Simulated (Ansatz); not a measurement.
Nudged elastic band run: CH$_{6}$AsO, charge +1

Input:

```yaml
crystal:
  periodic: [false, false, false]
  atoms:
    - { symbol: C, position_ang: [-0.44344, 0.899627, -0.781865] }
    - { symbol: O, position_ang: [0.526502, 0.041319, -0.082387] }
    - { symbol: As, position_ang: [0.008214, -0.937103, 1.5898] }
    - { symbol: H, position_ang: [0.021248, 1.201238, -1.728808] }
    - { symbol: H, position_ang: [-1.322559, 0.274851, -0.978235] }
    - { symbol: H, position_ang: [-0.696718, 1.768271, -0.159076] }
    - { symbol: H, position_ang: [1.410497, 0.452157, -0.045137] }
    - { symbol: H, position_ang: [-0.784454, -1.92451, 0.731516] }
    - { symbol: H, position_ang: [1.280698, -1.77584, 1.454181] }
total_charge: 1
basis:
  gaussian: { orbitals: def2-SVP }
hamiltonian:
  xc: b3lyp
  dispersion: d4
neb:
  order_check: false
  images: 5
  f_tol: 0.05
  max_iterations: 60
  initial_path: idpp
  final_atoms:
    - { symbol: C, position_ang: [-0.35899273, 0.67781974, -0.81658706] }
    - { symbol: O, position_ang: [0.72948733, 0.26852858, 0.08654358] }
    - { symbol: As, position_ang: [0.65150397, -1.18480835, 1.4277506] }
    - { symbol: H, position_ang: [0.08450653, 1.32621478, -1.58269041] }
    - { symbol: H, position_ang: [-0.7427618, -0.24166141, -1.27236843] }
    - { symbol: H, position_ang: [-1.13652484, 1.197912, -0.24129004] }
    - { symbol: H, position_ang: [1.31862327, 1.00560197, 0.33092145] }
    - { symbol: H, position_ang: [-0.81556544, -0.87844061, 1.74215233] }
    - { symbol: H, position_ang: [0.26971171, -2.1711567, 0.32555699] }
```

Command:

```bash
$ ansatz run input.yaml --threads 1 --pin off --max-ram 2048MiB --backend cpu --events-out ev --progress --plain --runs-dir out
```

Output, in part (warnings, iteration lines, the closing report on the highest movable image, with atoms numbered from 0):

```
NEB end point (image 0): max|allowed force component| = 6.118e-3 eV/Å (the criterion of neb.relax_end_points is 1.000e-2)
NEB end point (image 6): max|allowed force component| = 9.481e-3 eV/Å (the criterion of neb.relax_end_points is 1.000e-2)
NEB iter   1: max|band force component| = 6.271e-1 eV/Å  barrier→ = 0.0409 eV  barrier← = 0.1104 eV  Δτ_max = 0.1739 Å  (168 SCF iters)
NEB iter   2: max|band force component| = 3.104e-1 eV/Å  barrier→ = 0.0145 eV  barrier← = 0.0841 eV  CI = image 2  Δτ_max = 0.0623 Å  (127 SCF iters)
NEB iter   3: max|band force component| = 1.200e-1 eV/Å  barrier→ = 0.0005 eV  barrier← = 0.0700 eV  CI = image 1  Δτ_max = 0.0194 Å  (122 SCF iters)
NEB iter   4: max|band force component| = 3.524e-2 eV/Å  barrier→ = 0.0002 eV  barrier← = 0.0697 eV  CI = image 1  Δτ_max = 0.0000 Å  (246 SCF iters)
Total energy: -64006.58996413 eV, -2352.1987959568 hartree
Atom 0 at    -0.419250     0.812633    -0.841102 Å, force     0.005575    -0.005494    -0.006910 eV/Å
Atom 1 at     0.579814     0.093082    -0.033238 Å, force     0.011834     0.003298     0.015383 eV/Å
Atom 2 at     0.070507    -0.850508     1.662681 Å, force    -0.005902    -0.003187     0.004886 eV/Å
Atom 3 at     0.096787     1.165939    -1.742665 Å, force    -0.005605     0.001127    -0.000400 eV/Å
Atom 4 at    -1.185983     0.077182    -1.110282 Å, force    -0.002428    -0.000210     0.003219 eV/Å
Atom 5 at    -0.842066     1.646222    -0.264038 Å, force    -0.001329     0.001803     0.000428 eV/Å
Atom 6 at     1.404458     0.607354     0.052576 Å, force    -0.003550     0.002101    -0.010793 eV/Å
Atom 7 at    -0.908809    -1.703302     0.855380 Å, force     0.000443     0.004451    -0.006480 eV/Å
Atom 8 at     1.204531    -1.848591     1.420675 Å, force     0.000963    -0.003889     0.000667 eV/Å
Dipole moment:     0.143973     0.342970    -0.435792 e Å
```

The run converged. The top lies less than 8 meV above the higher end, about what the thresholds resolve: that end is a shoulder or a very shallow well. A vibrational analysis at the climbing image gives one clearly imaginary mode, 50i cm⁻¹: a first-order saddle point. Limits of this set-up: the dipole of an ion depends on the origin.

Final band (atoms are numbered from 1 in the order of the input):

```csv
image,path coordinate (Å),energy (eV),dihedral C1–O2–As3–H8 (°)
0,0.00,0.000,75
1,0.47,0.000,59
2,0.94,-0.003,41
3,1.41,-0.014,21
4,1.87,-0.036,1
5,2.34,-0.059,-18
6,2.81,-0.070,-36
```

Run time: 83 s on 1 thread of Arm Neoverse V1 (shared host), peak memory 0.18 GiB.
